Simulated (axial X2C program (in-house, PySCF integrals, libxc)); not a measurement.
# Worked dissociation energy of InN⁻: HF, scalar-relativistic

Calculated with an axial X2C code built on PySCF integrals. Spin-free means the one-electron spin-free X2C Hamiltonian. Basis: In dyall-acv3z [12s13p10d5f1g], N dyall-av3z [7s7p3d2f] (cores contracted in-house); Gaussian nuclei, density fitting, unrestricted open shells. Masses: In 114.904 u, N 14.003 u.

Molecular state: M_S = 1/2, Λ = 1 (beyond evenly filled blocks: π+α, π+β, π-α).

* E(In-) (2M_S = 2, M_L = 0): -5878.324182 hartree
* E(N) (2M_S = 3, M_L = 0): -54.433783 hartree
* E(InN⁻) at Re: -5932.770731 hartree
* ωe: 408.9 cm⁻¹
* ωexe: 4.75 cm⁻¹

Task: Work out De and D0.

Result: De = -5878.324182 + (-54.433783) − (-5932.770731) = 0.01277 hartree = 0.347 eV. The zero-point energy is ωe/2 − ωexe/4 = 203 cm⁻¹ = 0.025 eV, so D0 = 0.322 eV.

Occupations by symmetry block were frozen at the best pattern of an incomplete PBE0 search. Dissociation energies refer to the lowest single-determinant-based atoms at the same level and basis. Other states lie close and PBE0, whose exact exchange favours high spin, may order them wrongly; the determinant shown need not be the ground state. The nearest other spin-free determinant of the search, M_S = 1/2, Λ = 0, lies 0.12 eV up at the distance of the search. The determinant is spin-polarised beyond a pure state at some levels (its spin-free form has ⟨S²⟩ too high), which makes Re and μ there less reliable. The stretched end of a curve changes character and is left out. Spin-free De lacks the spin–orbit lowering of the heavy p-block atom, a tenth of an eV or more for 4p and 5p, up to an eV for 6p and one to two eV for 7p atoms, less what an open-shell molecule gains itself. Hartree–Fock gets electron affinities wrong, so its lowest charge split need not be the true one.

Hartree–Fock lacks correlation and underbinds, often by eV.

Each atomic determinant is the lowest at this level and need not be a pure term. Totals compare only within one Hamiltonian and basis.
